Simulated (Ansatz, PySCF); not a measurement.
Molecule: CI2, net charge 1, doublet state. 
Coordinates optimised at B3LYP-D3(BJ)/def2-TZVP (Ansatz, a first-principles code):
```
C
I 1 1.9530
I 1 1.9530 2 140.72
```
Charge +1, spin multiplicity 2.

Total electronic energies in hartree. Cores are frozen in the correlated levels unless marked. Open shells are spin-unrestricted. No spin-orbit coupling. Frozen are the shells of the preceding noble gas and the d and f shells that filled before the atom's block. In def2 rows, elements after Kr have scalar-relativistic effective core potentials. STO-3G rows are all-electron and non-relativistic. CBS marks a two-point X^-3 extrapolation of the correlation energy; Hartree-Fock from the larger set. The bracket is a focal-point correction in the basis named.

```
level                                                                 program   energy (Eh)
-------------------------------------------------------------  --------------  ------------
HF/def2-QZVPPD                                                         Ansatz    -630.80960
PBE-D3(BJ)/def2-TZVPD                                          Ansatz + dftd3    -633.06883
BLYP-D3(BJ)/def2-TZVPD                                         Ansatz + dftd3    -633.03084
BP86/def2-TZVPD                                                         PySCF    -633.40150
TPSS-D3(BJ)/def2-TZVPD                                          PySCF + dftd3    -632.92626
B3LYP-D4/def2-TZVPD                                            Ansatz + dftd4    -633.31876
PBE0/def2-TZVP                                                         Ansatz    -633.10134
PBE0/def2-TZVPD                                                        Ansatz    -633.10161
BHLYP-D3(BJ)/def2-TZVPD                                        Ansatz + dftd3    -633.00047
TPSSh/def2-TZVPD                                                        PySCF    -632.95109
PW6B95-D3(BJ)/def2-TZVPD                                        PySCF + dftd3    -633.54558
PW6B95-D4/def2-TZVPD                                            PySCF + dftd4    -633.54532
B2GP-PLYP-D3(BJ)/def2-TZVPD                                    Ansatz + dftd3    -632.38291
B2GP-PLYP/def2-TZVPD                                                   Ansatz    -632.37795
MP2/STO-3G                                                             Ansatz  -13738.55294
MP2/def2-SVP                                                           Ansatz    -631.03124
SCS-MP2/STO-3G                                                         Ansatz  -13738.55095
SCS-MP2/def2-SVP                                                       Ansatz    -631.01820
CCSD/STO-3G                                                            Ansatz  -13738.56829
CCSD/def2-SVP                                                          Ansatz    -631.05613
CCSD/def2-TZVPP                                                        Ansatz    -631.23337
CCSD(T)/STO-3G                                                         Ansatz  -13738.57341
RI-MP2/CBS(def2-TZVPPD,def2-QZVPPD)+[CCSD(T)-MP2]/def2-TZVPPD          Ansatz     -631.3378
```

Totals of different functionals don't rank their quality; only differences between species are comparable.
